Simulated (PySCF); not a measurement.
## Solvent effects on NMR parameters

Atoms are numbered as in `[CH3:1][c:2]1[cH:3][p:4][cH:5][c:6]([CH3:7])[c:8]1[CH3:9]` (H(Xn): hydrogen on atom n).

GIAO PBE0/pcSseg-1 in PySCF on one PBE0-D3(BJ)/def2-SVP conformer, non-relativistic, equivalent nuclei averaged. Solvents enter as an IEF-PCM continuum (dimethylsulfoxide with ε = 46.8, water with ε = 78.4) around the gas-phase geometry. Shifts are referred to TMS computed in the same medium.

Gas phase, δ in ppm: C3/C5 163.0, C2/C6 147.3, C8 142.3, C1/C7 27.6, C9 18.7, H(C3)/H(C5) 8.56, H(C1)/H(C7) 2.46, H(C9) 2.25. Dipole moment 2.74 D.

Q: How does each δ change in the continuum?

A: 
| atoms | environment | Δδ, dimethylsulfoxide | Δδ, water |
| --- | --- | --- | --- |
| C3/C5 | aromatic CH | +0.5 | +0.5 |
| C2/C6 | substituted aromatic carbon | +3.8 | +3.9 |
| C8 | substituted aromatic carbon | +5.5 | +5.5 |
| C1/C7 | methyl carbon on an aromatic ring | +0.5 | +0.5 |
| C9 | methyl carbon on an aromatic ring | +1.0 | +1.0 |
| H(C3)/H(C5) | hydrogen on an aromatic CH | +0.17 | +0.17 |
| H(C1)/H(C7) | hydrogen on a methyl carbon on an aromatic ring | +0.13 | +0.13 |
| H(C9) | hydrogen on a methyl carbon on an aromatic ring | +0.15 | +0.15 |

Changes are relative to the gas phase. The dipole moment becomes 4.02 D in dimethylsulfoxide, 4.04 D in water.

Q: Which of the listed nuclei move most (in ppm), and what does the model miss?

A: C8 (substituted aromatic carbon, +5.5 ppm) in water. A continuum only polarises the solute; specific hydrogen bonds, the anisotropy of aromatic solvents and changes of geometry or conformer are outside it.
